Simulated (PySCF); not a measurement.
## Electron correlation in Tc³⁹⁺ (technetium, charge +39)

Starting occupation: [He] 2s2. Computed with PySCF 2.14 in an even-tempered Gaussian basis (17 s from 4.3 bohr⁻², ratio 2.6; 12 p from 5.6 bohr⁻², ratio 2.6; 7 d from 5.8 bohr⁻², ratio 2.8; 4 f from 110 bohr⁻², ratio 2.8), with X2C-1e with screened-nucleus spin-orbit coupling, Gaussian nucleus. Frozen: nothing; 4 electrons correlated; the 32 highest virtual spinors left out.

MP2 pair energies summed by pair of shells (mhartree):

```json
{"pair": "2s1/2-2s1/2", "energy": "-214.02", "share (%)": "76.5"}
{"pair": "1s1/2-1s1/2", "energy": "-47.54", "share (%)": "17.0"}
{"pair": "1s1/2-2s1/2", "energy": "-18.14", "share (%)": "6.5"}
```

Total MP2 correlation energy: -279.71 mhartree.

The virtual space was cut to 50 spinors, which keep -265.73 of the -279.71 mhartree of MP2 correlation.

```csv
level,correlation energy (mhartree)
CCSD,-401.34
(T),-0.38
CCSD(T),-401.72
```

Diagnostics: T1 = 0.00036, largest double amplitude 0.142.

Cost of the coupled-cluster step: of the order of 11 core-seconds, for 4 occupied and 50 virtual spinors.

The coupled-cluster values are those of the cut space; adding the MP2 remainder, -13.98 mhartree, estimates the full space.

At this charge the one-electron X2C treatment keeps the bare 1/r₁₂, with no two-electron picture change or Breit term. That inflates the 1s pair energies well beyond their four-component values.
